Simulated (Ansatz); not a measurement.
C2H4AlN (`C#[C][AlH][NH2]`). Charge 0, multiplicity 1. All single points use the PBE0-D4/def2-TZVP geometry. It is one conformer, not always the lowest.

```xyz
8

C     2.224    1.109   -0.327
C     1.160    0.678    0.057
Al   -0.512    0.018    0.696
N    -1.454   -0.993   -0.395
H     3.162    1.488   -0.666
H    -1.058    0.344    2.138
H    -1.173   -1.245   -1.329
H    -2.349   -1.399   -0.175
```

What is the dipole moment at PBE/def2-TZVPP? (Best estimate.)

Computed: 1.21 D, with components (-0.37, -0.63, -0.96) D in this frame, pointing from negative to positive charge.

And with r2SCAN, B3LYP, ωB97M-V? (Best estimate.)

Computed: r2SCAN 1.17 D, B3LYP 1.12 D, ωB97M-V 1.09 D.

Give the Mulliken charges with PBE, B3LYP, r2SCAN in def2-TZVPP. (Estimate.)

Ansatz gave: 
```csv
atom,PBE,B3LYP,r2SCAN
C1,-0.02,0.03,-0.09
C2,-0.43,-0.56,-0.48
Al3,0.48,0.57,0.66
N4,-0.40,-0.42,-0.47
H5,0.20,0.24,0.22
H6,-0.12,-0.14,-0.15
H7,0.15,0.14,0.16
H8,0.14,0.13,0.15
```

B3LYP here is the variant with VWN-RPA as its local correlation; programs differ in this.
